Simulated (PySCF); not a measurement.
C₄H₁₀Mg (SMILES [CH3][Mg][CH](C)C), singlet, at the geometry of the source list; CASSCF(6,4)/STO-3G run with PySCF.

Input for PySCF:
```python
from pyscf import gto, scf, mcscf
import numpy

mol = gto.Mole()
mol.atom = '''
    Mg    0.64070000    0.54450000    1.22800000
    C    -0.51540000    2.09400000    2.13600000
    H    -1.18740000    1.66670000    2.88140000
    H    -1.12730000    2.51190000    1.33850000
    H     0.02980000    2.91120000    2.60500000
    C    -0.10410000   -0.53930000   -0.45480000
    C     0.19890000   -2.03080000   -0.33610000
    C     0.49470000    0.01840000   -1.74210000
    H    -1.19780000   -0.41440000   -0.51070000
    H    -0.17620000   -2.58530000   -1.20770000
    H     1.27560000   -2.20800000   -0.27420000
    H    -0.27360000   -2.45130000    0.55550000
    H     0.25460000    1.08030000   -1.84730000
    H     0.10490000   -0.50410000   -2.62440000
    H     1.58260000   -0.09370000   -1.74710000
'''
mol.basis = 'sto-3g'
mol.verbose = 4
mol.build()

mf = scf.RHF(mol)
mf.kernel()
mc = mcscf.CASSCF(mf, 4, 6)
mc.fix_spin_(ss=0.0)
mc.kernel()
occ = numpy.linalg.eigvalsh(mc.fcisolver.make_rdm1(mc.ci, mc.ncas, mc.nelecas))[::-1]
ss = mc.fcisolver.spin_square(mc.ci, mc.ncas, mc.nelecas)[0]
print('natural occupations', occ.round(4), ' <S^2>', round(ss, 4))
```

It wrote (shortened):

```
PySCF version 2.14.0

[INPUT] verbose = 4
[INPUT] num. atoms = 15
[INPUT] num. electrons = 46
[INPUT] charge = 0
[INPUT] spin (= nelec alpha-beta = 2S) = 0
[INPUT] symmetry False subgroup None
[INPUT] Mole.unit = angstrom
[INPUT] Symbol           X                Y                Z      unit          X                Y                Z       unit  Magmom
[...]
nuclear repulsion = 192.563460225738
number of shells = 27
number of NR pGTOs = 117
number of NR cGTOs = 39
basis = sto-3g
ecp = {}

******** <class 'pyscf.scf.hf.RHF'> ********
method = RHF
initial guess = minao
damping factor = 0
level_shift factor = 0
DIIS = <class 'pyscf.scf.diis.CDIIS'>
diis_start_cycle = 1
diis_space = 8
diis_damp = 0
SCF conv_tol = 1e-09
SCF conv_tol_grad = None
SCF max_cycles = 50
direct_scf = True
direct_scf_tol = 1e-13
Set gradient conv threshold to 3.16228e-05
Initial guess from minao.
init E= -352.674687317351
[...]
cycle= 1 E= -352.496717069949  delta_E= 0.178  |g|= 0.332  |ddm|= 4.35
[...]
cycle= 2 E= -352.53832179424  delta_E= -0.0416  |g|= 0.0814  |ddm|= 0.594
[...]
cycle= 3 E= -352.5419694717  delta_E= -0.00365  |g|= 0.0293  |ddm|= 0.178
[...]
cycle= 4 E= -352.542417120001  delta_E= -0.000448  |g|= 0.00349  |ddm|= 0.0686
[...]
cycle= 5 E= -352.542428248332  delta_E= -1.11e-05  |g|= 0.00117  |ddm|= 0.0104
[...]
cycle= 6 E= -352.542429290643  delta_E= -1.04e-06  |g|= 0.000229  |ddm|= 0.00336
[...]
cycle= 7 E= -352.542429346707  delta_E= -5.61e-08  |g|= 8.38e-05  |ddm|= 0.000814
[...]
cycle= 8 E= -352.542429352988  delta_E= -6.28e-09  |g|= 1.49e-05  |ddm|= 0.00028
[...]
cycle= 9 E= -352.542429353221  delta_E= -2.33e-10  |g|= 2.18e-06  |ddm|= 5.78e-05
[...]
Extra cycle  E= -352.542429353223  delta_E= -2.73e-12  |g|= 6.58e-07  |ddm|= 4.21e-06
converged SCF energy = -352.542429353223

******** <class 'pyscf.mcscf.mc1step.CASSCF'> ********
CAS (3e+3e, 4o), ncore = 20, nvir = 15
max_cycle_macro = 50
max_cycle_micro = 4
conv_tol = 1e-07
conv_tol_grad = None
orbital rotation max_stepsize = 0.02
orbital rotation threshold for CI restart = 0.01
augmented hessian ah_max_cycle = 30
augmented hessian ah_conv_tol = 1e-12
augmented hessian ah_linear dependence = 1e-14
augmented hessian ah_level shift = 1e-08
augmented hessian ah_start_tol = 2.5
augmented hessian ah_start_cycle = 3
augmented hessian ah_grad_trust_region = 3
kf_trust_region = 3
kf_interval = 4
ci_response_space = 4
ci_grad_trust_region = 3
with_dep4 0
natorb = False
canonicalization = True
sorting_mo_energy = False
ao2mo_level = 2
internal_rotation = False
******** <class 'pyscf.fci.addons.SpinPenaltyFCISolver'> ********
max. cycles = 50
conv_tol = 1e-08
davidson only = True
linear dependence = 1e-12
level shift = 0.001
max iter space = 12
nroots = 1
pspace_size = 400
spin = None
CASCI E = -352.546571540348  S^2 = 0.0000000
Set conv_tol_grad to 0.000316228
macro iter   1 ( 21 JK    4 micro), CASSCF E = -352.552421321103  dE = -5.84978075e-03  S^2 = 0.0000000
               |grad[o]|=0.012  |grad[c]|=0.0132  |ddm|=0.0159  |maxRot[o]|=0.312
macro iter   2 ( 21 JK    4 micro), CASSCF E = -352.555353740065  dE = -2.93241896e-03  S^2 = 0.0000000
               |grad[o]|=0.0141  |grad[c]|=0.0158  |ddm|=0.0248  |maxRot[o]|=0.135
macro iter   3 ( 21 JK    4 micro), CASSCF E = -352.556955529599  dE = -1.60178953e-03  S^2 = 0.0000000
               |grad[o]|=0.0116  |grad[c]|=0.00506  |ddm|=0.021  |maxRot[o]|= 0.12
macro iter   4 ( 20 JK    4 micro), CASSCF E = -352.557114681699  dE = -1.59152100e-04  S^2 = 0.0000000
               |grad[o]|=0.00516  |grad[c]|=0.0177  |ddm|=0.0104  |maxRot[o]|=0.221
macro iter   5 ( 12 JK    3 micro), CASSCF E = -352.557129230316  dE = -1.45486167e-05  S^2 = 0.0000000
               |grad[o]|=0.00288  |grad[c]|=0.00811  |ddm|=0.000271  |maxRot[o]|=0.111
macro iter   6 (  7 JK    2 micro), CASSCF E = -352.557130600690  dE = -1.37037438e-06  S^2 = 0.0000000
               |grad[o]|=0.00105  |grad[c]|=0.00322  |ddm|=6.31e-05  |maxRot[o]|=0.0418
macro iter   7 ( 12 JK    3 micro), CASSCF E = -352.557132599964  dE = -1.99927354e-06  S^2 = 0.0000000
               |grad[o]|=0.000848  |grad[c]|=0.00247  |ddm|=0.000345  |maxRot[o]|=0.121
macro iter   8 (  7 JK    2 micro), CASSCF E = -352.557133946438  dE = -1.34647439e-06  S^2 = 0.0000000
               |grad[o]|=0.000852  |grad[c]|=0.000113  |ddm|=0.000107  |maxRot[o]|=0.0699
macro iter   9 (  7 JK    2 micro), CASSCF E = -352.557135637378  dE = -1.69094028e-06  S^2 = 0.0000000
               |grad[o]|=0.000826  |grad[c]|=0.00114  |ddm|=0.000124  |maxRot[o]|=0.0699
macro iter  10 (  7 JK    2 micro), CASSCF E = -352.557137722832  dE = -2.08545327e-06  S^2 = 0.0000000
               |grad[o]|=0.000796  |grad[c]|=0.00138  |ddm|=0.00013  |maxRot[o]|=0.0699
macro iter  11 (  7 JK    2 micro), CASSCF E = -352.557140226359  dE = -2.50352741e-06  S^2 = 0.0000000
               |grad[o]|=0.000761  |grad[c]|=0.00188  |ddm|=0.000134  |maxRot[o]|=0.0699
macro iter  12 (  7 JK    2 micro), CASSCF E = -352.557143179761  dE = -2.95340232e-06  S^2 = 0.0000000
               |grad[o]|=0.000732  |grad[c]|=0.00212  |ddm|=0.000146  |maxRot[o]|=0.0699
macro iter  13 (  7 JK    2 micro), CASSCF E = -352.557146563291  dE = -3.38352913e-06  S^2 = 0.0000000
               |grad[o]|=0.000699  |grad[c]|=0.00233  |ddm|=0.000152  |maxRot[o]|=0.0699
macro iter  14 (  7 JK    2 micro), CASSCF E = -352.557150371947  dE = -3.80865640e-06  S^2 = 0.0000000
               |grad[o]|=0.00067  |grad[c]|=0.00235  |ddm|=0.00016  |maxRot[o]|=0.0699
macro iter  15 (  7 JK    2 micro), CASSCF E = -352.557154574218  dE = -4.20227099e-06  S^2 = 0.0000000
               |grad[o]|=0.000642  |grad[c]|=0.00231  |ddm|=0.000167  |maxRot[o]|=0.0699
macro iter  16 (  7 JK    2 micro), CASSCF E = -352.557159127106  dE = -4.55288824e-06  S^2 = 0.0000000
               |grad[o]|=0.000615  |grad[c]|=0.00211  |ddm|=0.000174  |maxRot[o]|=0.0699
[...]
macro iter  22 (  7 JK    2 micro), CASSCF E = -352.557189877984  dE = -4.89369938e-06  S^2 = 0.0000000
               |grad[o]|=0.000528  |grad[c]|=0.000718  |ddm|=0.00021  |maxRot[o]|=0.0699
macro iter  23 (  7 JK    2 micro), CASSCF E = -352.557194263812  dE = -4.38582822e-06  S^2 = 0.0000000
               |grad[o]|=0.000485  |grad[c]|=0.00119  |ddm|=0.000201  |maxRot[o]|=0.0699
macro iter  24 (  7 JK    2 micro), CASSCF E = -352.557197934545  dE = -3.67073284e-06  S^2 = 0.0000000
               |grad[o]|=0.000453  |grad[c]|=0.00165  |ddm|=0.000216  |maxRot[o]|=0.0699
macro iter  25 (  7 JK    2 micro), CASSCF E = -352.557200629980  dE = -2.69543517e-06  S^2 = 0.0000000
               |grad[o]|=0.000371  |grad[c]|=0.002  |ddm|=0.00022  |maxRot[o]|=0.0699
macro iter  26 (  7 JK    2 micro), CASSCF E = -352.557202132428  dE = -1.50244813e-06  S^2 = 0.0000000
               |grad[o]|=0.000245  |grad[c]|=0.00165  |ddm|=0.000102  |maxRot[o]|=0.0524
macro iter  27 (  7 JK    2 micro), CASSCF E = -352.557203606882  dE = -1.47445314e-06  S^2 = 0.0000000
               |grad[o]|=0.000464  |grad[c]|=0.00361  |ddm|=0.000335  |maxRot[o]|=0.0426
macro iter  28 (  4 JK    1 micro), CASSCF E = -352.557203910763  dE = -3.03881279e-07  S^2 = 0.0000000
               |grad[o]|=0.000314  |grad[c]|=0.000251  |ddm|=4.43e-05  |maxRot[o]|= 0.02
macro iter  29 (  7 JK    2 micro), CASSCF E = -352.557207118815  dE = -3.20805174e-06  S^2 = 0.0000000
               |grad[o]|=0.000534  |grad[c]|=0.00467  |ddm|=0.000256  |maxRot[o]|=0.0606
macro iter  30 (  7 JK    2 micro), CASSCF E = -352.557213329588  dE = -6.21077379e-06  S^2 = 0.0000000
               |grad[o]|=0.000979  |grad[c]|=0.00398  |ddm|=0.000714  |maxRot[o]|=0.0699
macro iter  31 (  7 JK    2 micro), CASSCF E = -352.557222143495  dE = -8.81390616e-06  S^2 = 0.0000000
               |grad[o]|=0.00099  |grad[c]|=0.000957  |ddm|=0.000962  |maxRot[o]|=0.0699
macro iter  32 (  7 JK    2 micro), CASSCF E = -352.557233271422  dE = -1.11279272e-05  S^2 = 0.0000000
               |grad[o]|=0.00108  |grad[c]|=0.00221  |ddm|=0.00089  |maxRot[o]|=0.0699
macro iter  33 (  7 JK    2 micro), CASSCF E = -352.557242732988  dE = -9.46156609e-06  S^2 = 0.0000000
               |grad[o]|=0.00114  |grad[c]|=0.00284  |ddm|=0.000619  |maxRot[o]|=0.0512
macro iter  34 (  7 JK    2 micro), CASSCF E = -352.557255678523  dE = -1.29455348e-05  S^2 = 0.0000000
               |grad[o]|=0.00119  |grad[c]|=0.00674  |ddm|=0.000602  |maxRot[o]|=0.0699
macro iter  35 (  7 JK    2 micro), CASSCF E = -352.557268763418  dE = -1.30848951e-05  S^2 = 0.0000000
               |grad[o]|=0.00127  |grad[c]|=0.00795  |ddm|=0.000526  |maxRot[o]|=0.0699
macro iter  36 (  7 JK    2 micro), CASSCF E = -352.557280994963  dE = -1.22315453e-05  S^2 = 0.0000000
               |grad[o]|=0.00131  |grad[c]|=0.00772  |ddm|=0.000516  |maxRot[o]|=0.0699
macro iter  37 (  7 JK    2 micro), CASSCF E = -352.557291780722  dE = -1.07857592e-05  S^2 = 0.0000000
               |grad[o]|=0.00129  |grad[c]|=0.00602  |ddm|=0.000544  |maxRot[o]|=0.0699
macro iter  38 (  7 JK    2 micro), CASSCF E = -352.557300651415  dE = -8.87069262e-06  S^2 = 0.0000000
               |grad[o]|=0.00119  |grad[c]|=0.00331  |ddm|=0.000674  |maxRot[o]|=0.0699
macro iter  39 (  7 JK    2 micro), CASSCF E = -352.557307428665  dE = -6.77725063e-06  S^2 = 0.0000000
               |grad[o]|=0.00107  |grad[c]|=0.00039  |ddm|=0.000607  |maxRot[o]|=0.0699
macro iter  40 (  7 JK    2 micro), CASSCF E = -352.557311896171  dE = -4.46750590e-06  S^2 = 0.0000000
               |grad[o]|=0.000878  |grad[c]|=0.00381  |ddm|=0.000545  |maxRot[o]|=0.0699
macro iter  41 (  6 JK    2 micro), CASSCF E = -352.557313391921  dE = -1.49574936e-06  S^2 = 0.0000000
               |grad[o]|=0.000518  |grad[c]|=0.00336  |ddm|=0.000249  |maxRot[o]|=0.0486
macro iter  42 ( 12 JK    3 micro), CASSCF E = -352.557314281877  dE = -8.89956084e-07  S^2 = 0.0000000
               |grad[o]|=0.000258  |grad[c]|=0.00215  |ddm|=0.000959  |maxRot[o]|=0.0658
macro iter  43 (  7 JK    2 micro), CASSCF E = -352.557316764673  dE = -2.48279633e-06  S^2 = 0.0000000
               |grad[o]|=0.000464  |grad[c]|=0.000429  |ddm|=0.000694  |maxRot[o]|=0.0699
macro iter  44 (  7 JK    2 micro), CASSCF E = -352.557320882464  dE = -4.11779132e-06  S^2 = 0.0000000
               |grad[o]|=0.000457  |grad[c]|=0.000629  |ddm|=0.000875  |maxRot[o]|=0.0699
macro iter  45 (  7 JK    2 micro), CASSCF E = -352.557326704613  dE = -5.82214881e-06  S^2 = 0.0000000
               |grad[o]|=0.000439  |grad[c]|=0.00162  |ddm|=0.00103  |maxRot[o]|=0.0699
macro iter  46 (  7 JK    2 micro), CASSCF E = -352.557334288722  dE = -7.58410897e-06  S^2 = 0.0000000
               |grad[o]|=0.00042  |grad[c]|=0.00249  |ddm|=0.00116  |maxRot[o]|=0.0699
macro iter  47 (  7 JK    2 micro), CASSCF E = -352.557343635783  dE = -9.34706111e-06  S^2 = 0.0000000
               |grad[o]|=0.000408  |grad[c]|=0.00315  |ddm|=0.00126  |maxRot[o]|=0.0699
macro iter  48 (  7 JK    2 micro), CASSCF E = -352.557354679813  dE = -1.10440297e-05  S^2 = 0.0000000
               |grad[o]|=0.000413  |grad[c]|=0.00349  |ddm|=0.00132  |maxRot[o]|=0.0699
macro iter  49 (  7 JK    2 micro), CASSCF E = -352.557367281001  dE = -1.26011878e-05  S^2 = 0.0000000
               |grad[o]|=0.000447  |grad[c]|=0.00351  |ddm|=0.00136  |maxRot[o]|=0.0699
macro iter  50 (  7 JK    2 micro), CASSCF E = -352.557381152405  dE = -1.38714046e-05  S^2 = 0.0000000
               |grad[o]|=0.000512  |grad[c]|=0.00317  |ddm|=0.00136  |maxRot[o]|=0.0699
1-step CASSCF not converged,  50 macro (416 JK 110 micro) steps
CASSCF canonicalization
Density matrix diagonal elements [1.9998483  1.97984023 1.98805093 0.03226055]
CASSCF energy = -352.557381152405
CASCI E = -352.557381152405  E(CI) = -13.2018549634153  S^2 = 0.0000000
natural occupations [1.9999 1.9998 1.9701 0.0302]  <S^2> 0.0
```

Convergence was not reached.
